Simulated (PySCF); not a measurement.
## TeI: everyday levels beside a composite calculation

PySCF; the state is a doublet (π ↑). The composite is CCSD(T) extrapolated to the basis-set limit from two correlation-consistent sets, with core-valence (CV) and scalar-relativistic (SR) terms as its label shows; it has no spin–orbit coupling and nothing beyond (T). Here it is CCSD(T)/CBS(TQ). It gives Re = 2.668 Å, ωe = 219 cm⁻¹ and De = 2.14 eV to Te + I.

```json
{"level": "UHF-MP2", "basis": "cc-pVDZ-PP", "relativity": "scalar-relativistic core potentials", "Re (Å)": "2.699", "ωe (cm⁻¹)": "219", "De (eV)": "1.60"}
{"level": "UHF-CCSD", "basis": "cc-pVDZ-PP", "relativity": "scalar-relativistic core potentials", "Re (Å)": "2.721", "ωe (cm⁻¹)": "205", "De (eV)": "1.46"}
{"level": "UHF-CCSD", "basis": "x2c-TZVPPall", "relativity": "spin-free X2C", "Re (Å)": "2.672", "ωe (cm⁻¹)": "215", "De (eV)": "1.72"}
{"level": "UHF-CCSD(T)", "basis": "cc-pVDZ-PP", "relativity": "scalar-relativistic core potentials", "Re (Å)": "2.726", "ωe (cm⁻¹)": "202", "De (eV)": "1.56"}
{"level": "PBE", "basis": "x2c-TZVPPall", "relativity": "spin-free X2C", "Re (Å)": "2.676", "ωe (cm⁻¹)": "213", "De (eV)": "2.46"}
{"level": "BP86", "basis": "cc-pVDZ-PP", "relativity": "scalar-relativistic core potentials", "Re (Å)": "2.705", "ωe (cm⁻¹)": "207", "De (eV)": "2.31"}
{"level": "r²SCAN", "basis": "x2c-TZVPPall", "relativity": "spin-free X2C", "Re (Å)": "2.666", "ωe (cm⁻¹)": "217", "De (eV)": "2.23"}
{"level": "r²SCANh", "basis": "cc-pVDZ-PP", "relativity": "scalar-relativistic core potentials", "Re (Å)": "2.678", "ωe (cm⁻¹)": "217", "De (eV)": "2.04"}
{"level": "B97-3", "basis": "cc-pVDZ-PP", "relativity": "scalar-relativistic core potentials", "Re (Å)": "2.691", "ωe (cm⁻¹)": "214", "De (eV)": "1.98"}
{"level": "B97-3", "basis": "x2c-TZVPPall", "relativity": "spin-free X2C", "Re (Å)": "2.669", "ωe (cm⁻¹)": "217", "De (eV)": "2.10"}
```

Problem. Give the difference of each row from the composite.

Solution. 

```json
{"level": "UHF-MP2", "basis": "cc-pVDZ-PP", "ΔRe (pm)": "+3.1", "Δωe (%)": "+0.0", "ΔDe (eV)": "-0.54"}
{"level": "UHF-CCSD", "basis": "cc-pVDZ-PP", "ΔRe (pm)": "+5.3", "Δωe (%)": "-6.4", "ΔDe (eV)": "-0.68"}
{"level": "UHF-CCSD", "basis": "x2c-TZVPPall", "ΔRe (pm)": "+0.4", "Δωe (%)": "-1.8", "ΔDe (eV)": "-0.42"}
{"level": "UHF-CCSD(T)", "basis": "cc-pVDZ-PP", "ΔRe (pm)": "+5.8", "Δωe (%)": "-7.8", "ΔDe (eV)": "-0.58"}
{"level": "PBE", "basis": "x2c-TZVPPall", "ΔRe (pm)": "+0.8", "Δωe (%)": "-2.7", "ΔDe (eV)": "+0.32"}
{"level": "BP86", "basis": "cc-pVDZ-PP", "ΔRe (pm)": "+3.7", "Δωe (%)": "-5.5", "ΔDe (eV)": "+0.17"}
{"level": "r²SCAN", "basis": "x2c-TZVPPall", "ΔRe (pm)": "-0.2", "Δωe (%)": "-0.9", "ΔDe (eV)": "+0.09"}
{"level": "r²SCANh", "basis": "cc-pVDZ-PP", "ΔRe (pm)": "+1.0", "Δωe (%)": "-0.9", "ΔDe (eV)": "-0.10"}
{"level": "B97-3", "basis": "cc-pVDZ-PP", "ΔRe (pm)": "+2.3", "Δωe (%)": "-2.3", "ΔDe (eV)": "-0.16"}
{"level": "B97-3", "basis": "x2c-TZVPPall", "ΔRe (pm)": "+0.1", "Δωe (%)": "-0.9", "ΔDe (eV)": "-0.04"}
```

Problem. Which rows come closest in De?

Solution. B97-3 in x2c-TZVPPall (-0.04 eV), counted from the composite.

Correlated steps freeze the inner cores (8 to 36 orbitals); shallow outer-core shells are correlated. Correlated levels converge slowly with the basis: in double zeta they bind strong bonds too weakly, by up to about 1 eV, and carry superposition errors of some tenths. These are scalar-relativistic numbers at best; spin–orbit coupling would shift them, the dissociation energy most. The state was picked by a PBE0 search and need not be the measured ground state.
